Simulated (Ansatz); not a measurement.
Species: Sb$_{2}$, charge 0, singlet. Sb2 (SMILES [Sb]#[Sb]).
B3LYP-D3(BJ)/def2-TZVP minimum from Ansatz (a first-principles code):
```
Sb
Sb 1 2.4879
```

Total energies in def2-QZVPP, 10 correlated electrons, 18 frozen orbitals. Open shells are spin-unrestricted; no spin-orbit coupling. Cores are frozen in correlated methods (noble-gas shells, and filled d and f shells in the p block). Past Kr the def2 sets carry scalar-relativistic core potentials. Spin-orbit terms, left out, reach several kcal/mol for Br and I, and more for heavier atoms. The restricted determinant of Sb2 ([Sb]#[Sb], singlet) is unstable towards broken spin symmetry in at least one set run.

```tsv
method	program	energy (Eh)	minus CCSDT(Q) (mEh)
HF	Ansatz	-478.54411	274.67
MP2	Ansatz	-478.78967	29.11
CCSD	Ansatz	-478.79555	23.23
CCSD(T)	Ansatz	-478.81569	3.09
CCSDT(Q)	Ansatz	-478.81878	0.00
```

Rough core times of Ansatz's runs on a shared machine: CCSD(T) under 20 s, CCSDT(Q) 6 min.
